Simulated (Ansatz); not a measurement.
Input file for `[Cl][Ga]([Cl])[SeH]`:

```yaml
crystal:
  periodic: [false, false, false]
  atoms:
    - {symbol: Cl, position_ang: [1.565163, -0.816295, 1.955063]}
    - {symbol: Ga, position_ang: [0.270790, -0.384515, 0.326106]}
    - {symbol: Cl, position_ang: [-0.593279, -2.024805, -0.717044]}
    - {symbol: Se, position_ang: [-0.155413, 1.797256, -0.258205]}
    - {symbol: H, position_ang: [-1.037461, 1.354659, -1.347320]}
basis:
  gaussian: {orbitals: def2-TZVPP}
correlation: {method: ccsd_t}
output: {orbitals: {seedname: orbitals}}
```

```sh
$ ansatz run in.yaml --threads 4 --pin off --events-out ev --progress --plain
```

Output of Ansatz, abridged:

```
Functional definition: HF
1223 factors; integrals over basis functions are off by at most 7.7e-4 eV
mean field evaluation 1: about -142664.1531 eV, gradient 2.1e1 eV
mean field evaluation 2: about -142664.2911 eV, gradient 2.1e1 eV
mean field evaluation 4: about -142665.7331 eV, gradient 2.8e0 eV
mean field evaluation 8: about -142665.7672 eV, gradient 2.8e-1 eV
mean field evaluation 16: about -142665.7676 eV, gradient 1.6e-6 eV
mean field -142665.76763284 eV, -5242.8702581762 hartree, gradient 1.6e-6 eV, S^2 0.000000; 0 other end points of the search recorded, 0 dependent functions left out
28 core orbitals not correlated: weight in the atoms' cores, before any rotation towards them, 1.000 or more for the frozen orbitals, at most 0.000 for the correlated occupied ones
reference -142665.76763284 eV, -5242.8702581762 hartree; 22, 22 occupied and 144, 144 virtual orbitals, 1223 factors
second order -23.42760618 eV of doubles, -0.00000000 eV of singles
cycle   1  -23.54746710 eV  change   -1.2e-1 eV  update   1.1e-1
cycle   2  -24.17798825 eV  change   -6.3e-1 eV  update   3.0e-2
cycle   3  -24.26581361 eV  change   -8.8e-2 eV  update   1.5e-2
cycle   4  -24.25010395 eV  change    1.6e-2 eV  update   3.4e-3
cycle   5  -24.24933343 eV  change    7.7e-4 eV  update   1.3e-3
cycle   6  -24.24929218 eV  change    4.1e-5 eV  update   3.7e-4
cycle   7  -24.24912589 eV  change    1.7e-4 eV  update   1.3e-4
cycle   8  -24.24918165 eV  change   -5.6e-5 eV  update   4.2e-5
cycle   9  -24.24919532 eV  change   -1.4e-5 eV  update   1.6e-5
perturbative correction -1.03333697 eV, -0.0379744331 hartree
Total energy: -142691.05016513 eV, -5243.7993741008 hartree
```

It took 86 s on 4 threads of a server CPU on a shared host, with 2.2 GiB of host memory at the peak.

MP2 recovers 92.7 % of the CCSD(T) correlation energy and the triples give 4.1 %; T1 = 0.0106.
